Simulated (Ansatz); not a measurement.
Hf₂Te₃, relaxed as a singlet with RKS PBE0-D4/def2-SVP in Ansatz, starting from the GFN2-xTB geometry. Force threshold 0.02 eV/Å.

In the def2 sets Hf, Te take a core potential; there is no spin–orbit coupling. The restricted singlet is unstable towards broken spin symmetry at other levels; at PBE0-D4/def2-SVP this wasn't settled. Another isomer (singlet) lies 1.95 eV lower at PBE0-D4/def2-TZVP; other spin states weren't run for this one.

Start:

```xyz
5

Hf   -0.3676   -1.0338   -0.3259
Hf   -1.0098    1.3852    1.0424
Te    2.3566   -0.0416   -1.0311
Te    1.5828    2.2005    0.3431
Te   -2.5620   -2.5103   -0.0286
```

Q: Estimate the energy that the relaxation releases and the steps that it takes.

A: 2.87 eV, in 22 steps; 77 s on 4 threads of Intel Xeon Platinum 8488C on a shared host. No frequencies were taken in this run, so the end may be a saddle point.

Q: Does the start keep its bonding and symmetry?

A: Bonds lost: Te3–Te4 (atoms count from 1). Bonds formed: Hf2–Te5 (atoms count from 1). Point group Cs at the start, Cs at the end, both within 0.05 Å.

Q: Predict the relaxed structure.

A: 
| atom | x (Å) | y (Å) | z (Å) |
| --- | --- | --- | --- |
| Hf1 | 0.264 | -0.071 | -0.942 |
| Hf2 | -1.881 | 0.943 | 0.810 |
| Te3 | 2.534 | -1.258 | -1.222 |
| Te4 | 0.562 | 2.104 | 0.821 |
| Te5 | -1.480 | -1.718 | 0.534 |
Bond lengths (bridged metal pairs left out): 5 × Hf–Te 2.58 to 2.82 Å.
